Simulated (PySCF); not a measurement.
These 4 structures share the formula C8H10OS. Method used: PBE0-D3(BJ)/def2-SVP geometry optimisation, gas phase in PySCF. Energies are electronic, without zero-point or thermal terms, for one conformer each. No frequencies were run at this level. Point groups hold within 0.08 Å.

Question: Order them by energy at this level, lowest first, and give relative energies in kcal/mol.
A. `[CH3:1][S:2][c:3]1[cH:4][cH:5][c:6]([CH2:7][OH:8])[cH:9][cH:10]1` with C1–S2–C3–C4 -179°, C5–C6–C7–O8 -153°, C6–C7–O8–H 58°
B. `[CH3:1][c:2]1[cH:3][cH:4][c:5]([S@@:6]([CH3:7])=[O:8])[cH:9][cH:10]1` with C4–C5–S6–C7 -104° (1-methyl-4-(methylsulfinyl)benzene)
C. `[CH:1]#[C:2][C@@H:3]1[CH2:4][S:5][CH2:6][C@@H:7]([CH3:8])[C:9]1=[O:10]` with C2–C3–C4–S5 -64°, C3–C4–S5–C6 -57°, C4–S5–C6–C7 57°, S5–C6–C7–C8 175°
D. `[CH:1]#[C:2][C@@:3]1([S@@:4]([CH3:5])=[O:6])[C@@H:7]2[CH2:8][CH2:9][C@H:10]12` with C2–C3–S4–C5 -59°

Answer: A (0.0), B (26.1), C (40.6), D (114.7).

As drawn, the lowest has an aromatic ring and an O–H bond, which the highest lacks; the highest has a three-membered ring, a four-membered ring and a C≡C bond, which the lowest lacks.

| SMILES | E (Eh) | E rel (kcal/mol) | dipole (D) | point group | A, B, C (MHz) |
| --- | --- | --- | --- | --- | --- |
| CSc1ccc(CO)cc1 | -783.30610 | 0.0 | 1.20 | C1 | 3329, 546.0, 475.7 |
| Cc1ccc([S@@](C)=O)cc1 | -783.26444 | 26.1 | 4.17 | C1 | 3046, 640.8, 574.9 |
| C#C[C@@H]1CSC[C@@H](C)C1=O | -783.24142 | 40.6 | 1.11 | C1 | 1341, 1137, 829.2 |
| C#C[C@@]1([S@@](C)=O)[C@@H]2CC[C@@H]21 | -783.12337 | 114.7 | 4.16 | C1 | 1573, 1126, 876.4 |
